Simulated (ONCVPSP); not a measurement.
Cutoff test, palladium (Pd), ONCV

palladium (Pd), optimised norm-conserving Vanderbilt (ONCV), made with ONCVPSP 4.0.1 (PBE, scalar-relativistic). Core [Ar] 3d10, reference 4s2 4p6 4d10. Waves: 4s: rc 1.30 bohr, ncon 4, nbas 7, qcut 7.5 1/bohr, 2 projectors, debl 3 Ha; 4p: rc 1.45 bohr, ncon 5, nbas 8, qcut 10.3 1/bohr, 2 projectors, debl 0.3 Ha; 4d: rc 1.50 bohr, ncon 4, nbas 9, qcut 12.7 1/bohr, 2 projectors, debl 1.3 Ha. Local part: polynomial inside 1.15 bohr (lpopt 5, dvloc0 0 Ha). Core correction: Teter function, fcfact 2.75, rcfact 1.2.

In the s channel the program set the typed energies aside and used -3.136, 0.250 Ha. In the p channel the program set the typed energies aside and used -1.882, 0.250 Ha.

Problem. For each optimised wave give the share of its norm inside rc, the residual kinetic energy above qcut (Ha) and the cutoffs (Ha) for errors of 10, 1, 0.1 and 0.01 mHa per electron.

Solution.

| wave | norm inside rc | residual KE | 10 mHa | 1 mHa | 0.1 mHa | 0.01 mHa |
| --- | --- | --- | --- | --- | --- | --- |
| 4s | 0.866 | 7.3e-04 | 21.5 | 27.2 | 67.2 | 85.3 |
| s projector 2 | 0.070 | 5.0e-04 | 19.3 | 26.1 | 45.2 | 83.6 |
| 4p | 0.862 | 6.9e-06 | 28.4 | 38.6 | 45.9 | 52.5 |
| p projector 2 | 0.049 | 1.8e-06 | 11.1 | 32.1 | 41.5 | 48.5 |
| 4d | 0.560 | 4.4e-08 | 25.2 | 35.0 | 44.5 | 53.5 |
| d projector 2 | 0.152 | 6.9e-10 | 23.7 | 33.5 | 43.2 | 52.3 |

The occupied waves need 39 Ha and 67 Ha for 1 and 0.1 mHa. 1 of 4 tests not solved or not reliable.
